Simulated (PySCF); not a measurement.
C2H5BF2O, SMILES CCOB(F)F. Coordinates come from a PBE-D3(BJ)/def2-SVP optimisation. The values are those of a single conformer.

Give the equilibrium geometry at PBE-D3(BJ)/def2-SVP (PySCF confirms it by a frequency run) as Cartesian coordinates in Å. (Estimate from the structure and the level; the computed values follow.)

Several could match; the one computed here: 
```xyz
11

B      0.5966    -0.1730     0.7423
F     -0.1761    -1.2332     1.0213
F      1.8123    -0.1216     1.2847
O      0.1846     0.8340    -0.0563
C     -1.0999     0.7897    -0.6941
C     -1.0424     0.0065    -1.9955
H     -1.8525     0.3507    -0.0040
H     -1.3872     1.8445    -0.8812
H     -0.7966    -1.0576    -1.8044
H     -2.0220     0.0429    -2.5134
H     -0.2744     0.4280    -2.6741
```
Charge 0, spin multiplicity 1.
